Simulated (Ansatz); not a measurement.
One geometry of `CN(C)B(F)F`, several functionals.

```yaml
crystal:
  periodic: [false, false, false]
  atoms:
    - {symbol: C, position_ang: [-0.660004, -0.879709, -0.803097]}
    - {symbol: N, position_ang: [-0.045030, 0.146605, 0.003790]}
    - {symbol: C, position_ang: [1.070789, -0.301012, 0.802017]}
    - {symbol: B, position_ang: [-0.492855, 1.465015, 0.011348]}
    - {symbol: F, position_ang: [0.091503, 2.396705, 0.765269]}
    - {symbol: F, position_ang: [-1.526357, 1.855763, -0.735050]}
    - {symbol: H, position_ang: [0.063966, -1.310434, -1.504348]}
    - {symbol: H, position_ang: [-1.489036, -0.464805, -1.373582]}
    - {symbol: H, position_ang: [-1.042042, -1.692876, -0.175232]}
    - {symbol: H, position_ang: [1.478086, 0.527258, 1.379051]}
    - {symbol: H, position_ang: [1.866447, -0.707259, 0.166948]}
    - {symbol: H, position_ang: [0.761533, -1.090351, 1.496786]}
basis:
  gaussian: {orbitals: def2-TZVPP}
hamiltonian: {xc: lda}
output: {orbitals: {seedname: orbitals}}
```

```sh
$ ansatz run in.yaml --threads 4 --pin off --events-out ev --progress --plain --max-ram 10444MiB
```

It prints (some lines left out):

```
Functional definition: SPW92
1350 factors; their error is unknown
mean field evaluation 1: about -9691.2956 eV, gradient 8.4e1 eV
mean field evaluation 2: about -9657.0998 eV, gradient 1.4e2 eV
mean field evaluation 4: about -9705.7089 eV, gradient 1.2e1 eV
mean field evaluation 8: about -9705.9193 eV, gradient 3.5e-1 eV
mean field evaluation 16: about -9705.8970 eV, gradient 8.4e-5 eV
mean field -9705.89704802 eV, -356.6851376216 hartree, gradient 8.4e-5 eV, S^2 0.000000; 0 other end points of the search recorded, 0 dependent functions left out
reference -9705.89709259 eV, -356.6851392595 hartree; 24, 24 occupied and 246, 246 virtual orbitals, 1350 factors
Total energy: -9705.89709259 eV, -356.6851392595 hartree
```

It took 1.5 s on 4 threads of an Arm Neoverse V1 on a shared host, with 0.33 GiB of host memory at the peak.

The same input with `hamiltonian: {xc: {name: LC-wPBE}}` (abridged; 3.1 s):

```
Functional definition: LC-wPBE
mean field evaluation 16: about -9774.7535 eV, gradient 6.7e-5 eV
mean field -9774.75348343 eV, -359.2155649500 hartree, gradient 6.7e-5 eV, S^2 0.000000
Total energy: -9774.75348343 eV, -359.2155649503 hartree
```

With the line `hamiltonian: {xc: {name: r2SCANh}, dispersion: d4}` (abridged; 6 s):

```
Functional definition: r2SCANh
mean field evaluation 16: about -9775.1775 eV, gradient 1.3e-4 eV
mean field -9775.17750227 eV, -359.2311473550 hartree, gradient 3.1e-5 eV, S^2 0.000000
Total energy: -9775.23538831 eV, -359.2332746280 hartree
```

Changing it to `hamiltonian: {xc: {name: B3LYP}, dispersion: d4}` and forces (abridged; 5.5 s):

```
Functional definition: B3LYP
mean field evaluation 16: about -9780.7846 eV, gradient 2.9e-5 eV
mean field -9780.78458611 eV, -359.4372038857 hartree, gradient 2.9e-5 eV, S^2 0.000000
Total energy: -9781.13175334 eV, -359.4499620460 hartree
Atom 0 force    -0.161283    -0.215746    -0.196559 eV/Å
Atom 1 force    -0.064939     0.191323     0.001038 eV/Å
Atom 2 force     0.260256    -0.074857     0.194540 eV/Å
Atom 3 force     0.046753    -0.137199    -0.001010 eV/Å
Atom 4 force     0.098520     0.180211     0.133963 eV/Å
Atom 5 force    -0.188485     0.084244    -0.132249 eV/Å
Atom 6 force    -0.040777     0.009051     0.028552 eV/Å
Atom 7 force     0.048907    -0.045119     0.027889 eV/Å
Atom 8 force     0.015599     0.028457    -0.038578 eV/Å
Atom 9 force    -0.011487    -0.065302    -0.028378 eV/Å
Atom 10 force    -0.029480     0.012839     0.039195 eV/Å
Atom 11 force     0.026417     0.032098    -0.028402 eV/Å
Dipole moment:     0.178789    -0.526271    -0.003048 e Å
```

With the line `hamiltonian: {xc: hse06, dispersion: d4}` (abridged; 3.6 s):

```
Functional definition: HSE06
mean field evaluation 16: about -9769.4731 eV, gradient 4.7e-5 eV
mean field -9769.47311387 eV, -359.0215149481 hartree, gradient 4.7e-5 eV, S^2 0.000000
Total energy: -9769.64053249 eV, -359.0276674688 hartree
```

Changing it to `hamiltonian: {xc: {name: B97M-V}}` (abridged; 11 s):

```
Functional definition: B97M-V
mean field evaluation 16: about -9778.6227 eV, gradient 1.9e-4 eV
mean field -9778.62270356 eV, -359.3577561672 hartree, gradient 2.7e-5 eV, S^2 0.000000
Total energy: -9778.62276851 eV, -359.3577585543 hartree
```

B3LYP takes the VWN-RPA correlation (the form of Gaussian; ORCA's B3LYP/G).

HSE06 is the plane-wave form, built on full-range PBE exchange.
